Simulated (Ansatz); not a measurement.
Total energies of `[CH3][Zr]([OH])([OH])[F]`.

Z-matrix (Å, degrees):
```
C
Zr 1 2.224
H 1 1.095 2 111.4
H 1 1.096 2 111.0 3 120.0
H 1 1.096 2 111.0 3 -120.0
O 2 1.915 1 105.6 3 -61.0
O 2 1.915 1 105.6 3 60.7
F 2 1.917 1 106.7 3 179.9
H 6 0.952 2 167.5 1 149.2
H 7 0.952 2 167.8 1 -151.3
```

The species carries charge 0 and has multiplicity 1. Correlated methods include outer-core shells of Zr, which these sets cover unevenly. Zr takes the def2 core potential. The geometry is a stationary point of PBE0-D4/def2-TZVP. It is one conformer, not always the lowest. Basis def2-TZVPP, Ansatz 0.2.0.

RPA on PBE orbitals: Hartree–Fock energy of these orbitals -336.75506 Eh, correlation -1.93793 Eh (frozen core).

```tsv
functional	energy without D4 (Eh)	D4 term (kJ/mol)
LDA (SPW92)	-336.61481	–
PBE	-338.52537	-17.4
revPBE	-338.76480	-45.2
BLYP	-338.74589	-36.5
r2SCAN	-338.70956	-4.4
B97M-V	-338.75094	–
PBE0	-338.49959	-14.9
B3LYP	-338.84724	-27.9
r2SCANh	-338.67494	-4.7
r2SCAN0	-338.62491	-5.2
HSE06 (plane-wave form)	-338.48495	-14.1
BHLYP	-338.59014	-23.4
CAM-B3LYP	-338.69421	-15.4
LC-ωPBE	-338.67430	–
ωB97X-V	-338.69275	–
ωB97M-V	-338.64265	–
B2PLYP	-338.55345	–
PBE-QIDH	-338.40642	–
```

B3LYP takes the VWN-RPA correlation (the form of Gaussian; ORCA's B3LYP/G). HSE06 is the plane-wave form, built on full-range PBE exchange. The double hybrids freeze the cores in their second-order part.

LC-ωPBE has ω = 0.4 bohr⁻¹.
